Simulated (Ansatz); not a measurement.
Steps of a relaxation of `C[O][GeH2][CH3]` with RKS PBE-D4/def2-SVP.

```sh
$ ansatz run in.yaml --threads 4 --pin off --events-out ev --progress --plain --max-ram 10444MiB
```

```yaml
crystal:
  periodic: [false, false, false]
  atoms:
    - {symbol: C, position_ang: [0.234100, 2.068500, 0.184700]}
    - {symbol: O, position_ang: [0.810100, 0.855400, 0.179300]}
    - {symbol: Ge, position_ang: [-0.489200, -0.385600, -0.111200]}
    - {symbol: C, position_ang: [0.436100, -2.139700, -0.100500]}
    - {symbol: H, position_ang: [0.957400, 2.886700, 0.325200]}
    - {symbol: H, position_ang: [-0.560400, 2.210500, 0.993400]}
    - {symbol: H, position_ang: [-0.261800, 2.322400, -0.808400]}
    - {symbol: H, position_ang: [-1.477100, -0.300500, 1.025900]}
    - {symbol: H, position_ang: [-1.135900, -0.126800, -1.425400]}
    - {symbol: H, position_ang: [0.853300, -2.328800, 0.905900]}
    - {symbol: H, position_ang: [-0.428700, -2.919500, -0.246700]}
    - {symbol: H, position_ang: [1.139100, -2.197800, -0.888200]}
basis:
  gaussian: {orbitals: def2-SVP}
hamiltonian: {xc: pbe, dispersion: d4}
relax: {f_tol: 0.03, max_steps: 200}
```

Positions (Å) and forces (eV/Å) along the path, 6 of 6 steps:

```xyz
12
step=1 energy=-60745.4032 eV
C     0.234    2.068    0.185   -1.632    2.594   -0.276
O     0.810    0.855    0.179    0.612   -2.179    0.010
Ge   -0.489   -0.386   -0.111    1.610   -1.350    0.547
C     0.436   -2.140   -0.101   -3.173   -0.487    1.254
H     0.957    2.887    0.325    0.468    0.183    0.209
H    -0.560    2.211    0.993    0.321   -0.013   -0.374
H    -0.262    2.322   -0.808   -0.025    0.006    0.391
H    -1.477   -0.300    1.026   -0.556    0.149    0.607
H    -1.136   -0.127   -1.425   -0.519    0.357   -1.090
H     0.853   -2.329    0.906    0.251    0.021   -0.121
H    -0.429   -2.920   -0.247    1.381    0.970    0.048
H     1.139   -2.198   -0.888    1.261   -0.251   -1.204
12
step=2 energy=-60745.7230 eV
C     0.224    2.136    0.177   -0.688    1.266   -0.044
O     0.759    0.862    0.171    0.176   -0.922   -0.030
Ge   -0.484   -0.444   -0.103    0.417   -0.164    0.132
C     0.411   -2.195   -0.094   -0.998   -0.171    0.359
H     1.010    2.905    0.354    0.124   -0.180    0.008
H    -0.555    2.309    0.978    0.179   -0.124   -0.143
H    -0.275    2.431   -0.794    0.129   -0.140    0.187
H    -1.510   -0.309    1.046   -0.159   -0.021    0.131
H    -1.149   -0.127   -1.455   -0.162    0.027   -0.276
H     0.871   -2.367    0.897    0.161    0.009   -0.070
H    -0.369   -2.997   -0.244    0.413    0.468    0.022
H     1.145   -2.260   -0.899    0.410   -0.049   -0.277
12
step=3 energy=-60745.7701 eV
C     0.246    2.159    0.178    0.008    0.191    0.047
O     0.636    0.800    0.194    0.226    0.640    0.058
Ge   -0.587   -0.465   -0.099   -0.232   -0.633   -0.065
C     0.416   -2.140   -0.084   -0.079   -0.017   -0.013
H     1.145    2.793    0.353   -0.018   -0.097   -0.012
H    -0.494    2.426    0.979    0.076   -0.137   -0.096
H    -0.195    2.488   -0.800    0.034   -0.124    0.077
H    -1.638   -0.463    1.058   -0.035    0.112   -0.086
H    -1.251   -0.245   -1.496   -0.048    0.098    0.087
H     0.922   -2.286    0.890   -0.006    0.010    0.004
H    -0.297   -2.973   -0.248    0.075   -0.042    0.004
H     1.174   -2.148   -0.891   -0.001   -0.001   -0.006
12
step=4 energy=-60745.7365 eV rejected
C     0.254    2.174    0.179   -0.198   -0.299   -0.056
O     0.630    0.813    0.173    0.160   -0.286    0.050
Ge   -0.586   -0.514   -0.094   -0.344    0.612   -0.155
C     0.398   -2.189   -0.094    0.203    0.078    0.098
H     1.162    2.789    0.356    0.010   -0.003    0.007
H    -0.485    2.414    0.984    0.031    0.028   -0.029
H    -0.193    2.501   -0.794    0.012    0.021    0.044
H    -1.675   -0.382    1.007   -0.008   -0.106    0.190
H    -1.293   -0.189   -1.439   -0.015   -0.071   -0.195
H     0.896   -2.242    0.890    0.168   -0.165    0.042
H    -0.197   -3.113   -0.248   -0.130    0.272    0.006
H     1.166   -2.117   -0.886    0.110   -0.082   -0.002
12
step=5 energy=-60745.7906 eV
C     0.246    2.158    0.178    0.030   -0.051    0.002
O     0.656    0.807    0.177   -0.049    0.006   -0.006
Ge   -0.587   -0.480   -0.103    0.069    0.057    0.011
C     0.415   -2.154   -0.083   -0.026    0.002   -0.002
H     1.139    2.795    0.355   -0.005    0.003   -0.002
H    -0.495    2.391    0.981   -0.003   -0.007    0.005
H    -0.205    2.477   -0.794   -0.004    0.003   -0.006
H    -1.645   -0.405    1.041   -0.016    0.005   -0.009
H    -1.270   -0.210   -1.480   -0.019    0.001    0.003
H     0.917   -2.282    0.895    0.000   -0.004    0.002
H    -0.274   -3.006   -0.250    0.024   -0.011    0.003
H     1.180   -2.145   -0.883    0.000   -0.004   -0.002
12
step=6 energy=-60745.7911 eV
C     0.247    2.154    0.179   -0.002   -0.009    0.000
O     0.658    0.805    0.166    0.017    0.007    0.001
Ge   -0.585   -0.478   -0.109   -0.006   -0.006   -0.002
C     0.414   -2.154   -0.082   -0.004    0.011    0.000
H     1.139    2.793    0.355   -0.002   -0.001    0.000
H    -0.491    2.379    0.989    0.000    0.003    0.003
H    -0.212    2.480   -0.787    0.000    0.004   -0.001
H    -1.647   -0.392    1.033   -0.001   -0.001   -0.005
H    -1.274   -0.210   -1.484   -0.003   -0.003    0.003
H     0.917   -2.276    0.897    0.000   -0.001    0.001
H    -0.269   -3.010   -0.244    0.002   -0.003    0.000
H     1.180   -2.147   -0.880    0.000   -0.001   -0.001
```

Run time 5.5 s (4 threads of an Intel Xeon 6975P-C on a shared host); peak host memory 0.16 GiB.
